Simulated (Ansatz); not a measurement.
Sn(OtBu)2 (C₈H₁₈O₂Sn), 29 atoms. Hardware: 2 threads of AMD EPYC 7R13 on a shared host and a share (18 GiB) of an NVIDIA H100 80GB HBM3.

In the def2 sets Sn takes a core potential; there is no spin–orbit coupling. Correlated methods freeze 14 core orbitals; core or outer-core shells of Sn are correlated, in sets that lack core-valence functions. Single mean-field runs in def2-TZVP are fitted with def2-universal-jkfit.

(1) How many basis functions does each of these Ansatz runs have, and roughly what does it cost? PBE-D4/def2-SVP, charge 0 singlet, energy, from earlier orbitals; HF/def2-TZVP, charge 1 doublet at the geometry of the charge 0 singlet, energy, from earlier orbitals; RPA@PBE/def2-TZVP, charge 0 singlet, energy, from earlier orbitals; PBE0-D4/def2-TZVP, charge 0 triplet at the geometry of the charge 0 singlet, energy; HF/STO-3G, charge 0 singlet, energy; r2SCAN0-D4/def2-TZVP, charge 0 singlet, energy, from earlier orbitals; CCSD(T)/def2-SVP, charge 0 singlet, energy, from earlier orbitals; r2SCAN-D4/def2-SVP, charge 0 singlet, relaxation, 37 steps; r2SCAN-D4/def2-TZVP, charge 0 singlet, energy and forces, from earlier orbitals; PBE-D4/def2-TZVP, charge 0 triplet at the geometry of the charge 0 singlet, energy, from earlier orbitals; PBE-D4/def2-TZVP, charge 0 singlet, energy and forces, from earlier orbitals; PBE-D4/def2-TZVP, charge 1 doublet at the geometry of the charge 0 singlet, energy, from earlier orbitals.

Results:

(1) Other jobs shared the machine, so times can vary by a factor of up to 3. A dash marks memory too small to be measured apart from the calling script's.

```tsv
run	functions	fitting or Cholesky vectors	wall time	peak host memory (GiB)
HF/STO-3G, charge 0 singlet, energy	95	1359	1.2 s	–
PBE-D4/def2-SVP, charge 0 singlet, energy, from earlier orbitals	256	2885	1.8 s	0.9
HF/def2-TZVP, charge 1 doublet at the geometry of the charge 0 singlet, energy, from earlier orbitals	468	1296	2.2 s	0.99
r2SCAN0-D4/def2-TZVP, charge 0 singlet, energy, from earlier orbitals	468	1296	2.7 s	1
PBE-D4/def2-TZVP, charge 0 singlet, energy and forces, from earlier orbitals	468	1296	2.8 s	0.98
PBE-D4/def2-TZVP, charge 0 triplet at the geometry of the charge 0 singlet, energy, from earlier orbitals	468	1296	3.1 s	1.1
PBE-D4/def2-TZVP, charge 1 doublet at the geometry of the charge 0 singlet, energy, from earlier orbitals	468	1296	3.4 s	1.1
r2SCAN-D4/def2-TZVP, charge 0 singlet, energy and forces, from earlier orbitals	468	1296	3.7 s	1
PBE0-D4/def2-TZVP, charge 0 triplet at the geometry of the charge 0 singlet, energy	468	1296	4.2 s	1.1
RPA@PBE/def2-TZVP, charge 0 singlet, energy, from earlier orbitals	468	3383	7 s	2.7
CCSD(T)/def2-SVP, charge 0 singlet, energy, from earlier orbitals	256	2704	8.5 s	0.87
r2SCAN-D4/def2-SVP, charge 0 singlet, relaxation, 37 steps	256	2885	81 s	0.92
```
